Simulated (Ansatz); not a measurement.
Cost and result up the ladder for Ge₁₈BH₂₈, a doped nanocrystal cut from the lattice of germanium (B on a surface site) (47 atoms). Charge 0, multiplicity 2. Geometry: r2SCAN-D4/def2-SVP.

```tsv
atom	x (Å)	y (Å)	z (Å)
Ge1	1.859	-2.679	2.499
Ge2	-1.248	-1.042	3.773
Ge3	3.829	-0.660	-0.184
B4	0.644	0.514	0.892
Ge5	2.623	2.265	-2.093
Ge6	0.630	-1.083	-2.672
Ge7	-0.514	3.938	-0.786
Ge8	-1.334	-2.715	0.251
Ge9	-2.552	0.610	-1.345
Ge10	-2.016	2.453	2.247
Ge11	3.610	-2.842	0.835
Ge12	0.016	-1.288	1.693
Ge13	-2.966	0.649	3.548
Ge14	-0.085	-3.224	-1.770
Ge15	1.681	0.308	-0.966
Ge16	-0.953	1.713	0.131
Ge17	0.948	3.899	-2.716
Ge18	-1.388	0.058	-3.408
Ge19	-3.328	-1.502	-0.424
H20	1.343	-4.074	2.905
H21	2.481	-2.026	3.751
H22	-0.297	-0.579	4.896
H23	-1.850	-2.397	4.197
H24	4.409	0.348	0.828
H25	4.745	-0.663	-1.429
H26	1.318	1.171	1.663
H27	3.624	2.935	-1.129
H28	3.421	1.757	-3.312
H29	1.628	-1.248	-3.840
H30	0.160	4.780	0.318
H31	-1.876	4.588	-1.101
H32	-1.720	-4.018	0.987
H33	-3.717	1.590	-1.613
H34	-0.914	3.171	3.051
H35	-3.062	3.510	1.826
H36	4.962	-3.217	1.477
H37	3.284	-3.879	-0.253
H38	-3.385	1.209	4.924
H39	-4.221	0.115	2.837
H40	1.124	-4.128	-1.464
H41	-0.969	-3.946	-2.809
H42	0.182	3.440	-3.968
H43	1.565	5.282	-3.004
H44	-1.057	1.321	-4.224
H45	-2.249	-0.873	-4.286
H46	-4.269	-1.270	0.774
H47	-4.116	-2.270	-1.505
```

Ansatz on 11 threads of AMD EPYC 7R13 on a shared host and a whole NVIDIA H100 80GB HBM3. Times are rough, and most runs start from the orbitals of an earlier one. PBE0-D4/def2-TZVP serves as the yardstick here, not as an exact answer. Differences are given only for rows in sets of like size (and for xTB, whose basis is part of the method), since another set adds its own error. Binding counts from free atoms at the same level (Ge triplet, B doublet, H doublet; other spins of the atoms weren't run), without zero-point energy or a counterpoise term.

The 6-31G sets use Cartesian d functions. B3LYP takes the VWN-RPA correlation. Correlated methods freeze 163 core orbitals; core or outer-core shells of Ge are correlated, in sets that lack core-valence functions. The rows differ in basis, and correlated rows in double-zeta sets carry the largest basis error. Single mean-field runs in 6-31G, def2-SVP, def2-TZVP are fitted with def2-universal-jkfit.

Correlated methods converge slowly with the basis, most of all in double-zeta sets.

```
                            level  functions  binding energy per atom (eV)  difference from PBE0-D4/def2-TZVP (eV)
                     MP2/def2-SVP        730                          2.72                                       –
                     HF/def2-TZVP       1063                          2.04                                   -0.86
  PBE0-D4/def2-TZVP (with forces)       1063                          2.90                                    0.00
                  PBE-D4/def2-SVP        730                          2.90                                       –
                         HF/6-31G        587                          1.90                                       –
                   B3LYP-D4/6-31G        587                          2.84                                       –
                 PBE-D4/def2-TZVP       1063                          2.90                                    0.00
                 PBE0-D4/def2-SVP        730                          2.90                                       –
r2SCAN-D4/def2-TZVP (with forces)       1063                          2.94                                    0.04
```

(1) Estimate how long each takes.

Results:

(1) PBE-D4/def2-SVP 5.5 s; HF/6-31G 7.5 s; B3LYP-D4/6-31G 8 s; PBE-D4/def2-TZVP 8 s; r2SCAN-D4/def2-TZVP (with forces) 11 s; PBE0-D4/def2-SVP 11 s; HF/def2-TZVP 18 s; MP2/def2-SVP 18 s; PBE0-D4/def2-TZVP (with forces) 24 s. On shared hardware such times vary by a factor of up to 3.
